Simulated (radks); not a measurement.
Initial-state core-level shifts of the gallium ion Ga+ when its valence configuration changes from [Ar] 3d10 4s2. Method: scalar-relativistic Kohn-Sham, PBE, spin-polarised, spherical densities, point nucleus; open shells are filled with parallel spins first; computed with a radial shooting solver on a logarithmic mesh with Libxc functionals. Shifts are changes of the shell-averaged eigenvalues in eV (positive: less bound).

| valence | 2s | 2p | 3s | 3p |
|---|---|---|---|---|
| 3d9 4s2 4p1 | -11.891 | -11.803 | -10.337 | -10.119 |
| 3d10 4s1 4p1 | -1.595 | -1.596 | -1.686 | -1.682 |
| 3d8 4s2 4p2 | -24.798 | -24.609 | -21.008 | -20.551 |
| 3d7 4s2 4p3 | -38.674 | -38.380 | -31.942 | -31.240 |
| 3d10 4p2 | -3.281 | -3.284 | -3.452 | -3.445 |
| 3d9.5 4s2 4p0.5 | -5.817 | -5.775 | -5.123 | -5.018 |
| 3d8 4s1 4p3 | -25.856 | -25.658 | -22.091 | -21.621 |
| 3d10 4s0.5 4p1.5 | -2.447 | -2.449 | -2.578 | -2.572 |
| 3d10 4s1.5 4p0.5 | -0.862 | -0.863 | -0.906 | -0.904 |
